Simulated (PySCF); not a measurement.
**Bond curve of DyP**

Set-up: PySCF, spin-free X2C with a Gaussian nucleus, basis sets Dy x2c-SVPall, P x2c-SVPall. Energies in eV from Dy (4f10 6s2) + P in their ground configurations at the same level. State: sextet, about 9.1 electrons in the 4f shell (Mulliken), real f orbitals that mix terms.

All columns are PBE0. A positive dipole means Dy(−)P(+).

| R (Å) | E (eV) | μ (D) | Mulliken charge on Dy (basis-dependent) | HOMO (eV) | LUMO (eV) | Mayer bond order | ⟨S²⟩ |
| --- | --- | --- | --- | --- | --- | --- | --- |
| 1.999 | -0.294 | -4.80 | 0.18 | -4.40 | -2.35 | 3.24 | 8.85 |
| 2.092 | -1.060 | -5.62 | 0.20 | -4.64 | -2.41 | 3.21 | 8.77 |
| 2.185 | -1.486 | -6.04 | 0.21 | -4.89 | -2.47 | 3.14 | 8.83 |
| 2.254 | -1.636 | -6.22 | 0.22 | -4.97 | -2.53 | 3.08 | 8.90 |
| 2.324 | -1.675 | -6.34 | 0.22 | -4.97 | -2.57 | 3.01 | 8.98 |
| 2.394 | -1.628 | -6.42 | 0.23 | -4.88 | -2.61 | 2.93 | 9.06 |
| 2.487 | -1.468 | -6.49 | 0.24 | -4.77 | -2.65 | 2.82 | 9.18 |
| 2.603 | -1.165 | -6.51 | 0.25 | -4.62 | -2.67 | 2.64 | 9.36 |
| 2.742 | -0.737 | -6.38 | 0.25 | -4.46 | -2.66 | 2.36 | 9.66 |
| 2.928 | -0.169 | -6.03 | 0.25 | -4.26 | -2.61 | 1.95 | 10.08 |

A fit through these points gives, at Re = 2.318 Å, μ = -6.33 D and dμ/dR = -1.51 D/Å; the reduced mass is 26.05 u.

Q: How strong is the fundamental in the double-harmonic approximation, I = 42.26·(dμ/dR)²/μred km/mol?

A: I = 42.26·(-1.51)²/26.05 = 3.70 km/mol at PBE0.

⟨S²⟩ of the unrestricted solution departs from its pure value on part of the curve, where spin states mix. These are scalar-relativistic numbers at best; spin–orbit coupling would shift them, the dissociation energy most. The state is the lowest single determinant that the PBE0 search found; with open d or f shells the true ground state can be another one.
